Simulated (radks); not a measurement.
The numbers below are computed, except where a source is named.
Neutral zinc inside a hard spherical wall (all orbitals vanish at R), configuration held at [Ar] 3d10 4s2 and not refilled when levels cross. Code: a radial shooting solver on a logarithmic mesh with Libxc functionals. Model: non-relativistic Kohn-Sham, PBE, spin-polarised, spherical densities, point nucleus. Eigenvalues in eV for spin up, with the zero of energy where the potential of the charges vanishes at infinity; a dash marks a level that is unbound or too diffuse for the functional's potential to be trusted. A positive occupied level is held by the wall or, in an anion where self-interaction has pushed it up, behind a barrier. The pressure on the wall is -dE/dV.

| R (bohr) | E (hartree) | kinetic (hartree) | e(3s) | e(3p) | e(3d) | e(4s) | e(4p, empty) | e(5s, empty) | pressure (GPa) |
|---|---|---|---|---|---|---|---|---|---|
| free | -1779.18280 | 1777.935 | -125.03 | -82.371 | -10.567 | -5.825 | -1.159 | - | 0 |
| 10 | -1779.18266 | 1777.936 | -125.01 | -82.357 | -10.552 | -5.814 | -1.056 | 1.459 | 0.00399 |
| 7 | -1779.17713 | 1777.977 | -124.73 | -82.072 | -10.272 | -5.554 | -0.352 | 5.643 | 0.331 |
| 6 | -1779.16358 | 1778.054 | -124.29 | -81.631 | -9.841 | -5.107 | 0.517 | 9.670 | 1.53 |
| 5 | -1779.11685 | 1778.275 | -123.26 | -80.609 | -8.850 | -3.929 | 2.472 | 17.704 | 7.73 |
| 4 | -1778.94273 | 1778.975 | -120.78 | -78.140 | -6.469 | -0.568 | 7.354 | 35.720 | 47.4 |
| 3.5 | -1778.70137 | 1779.861 | -118.25 | -75.638 | -4.047 | 3.336 | 12.567 | 53.550 | 133 |
| 3 | -1778.15950 | 1781.741 | -113.85 | -71.294 | 0.231 | 11.018 | 22.243 | 84.562 | 422 |
| 2 | -1772.80844 | 1799.134 | -89.001 | -46.619 | 26.508 | 70.297 | 89.423 | 270.04 | 8100 |
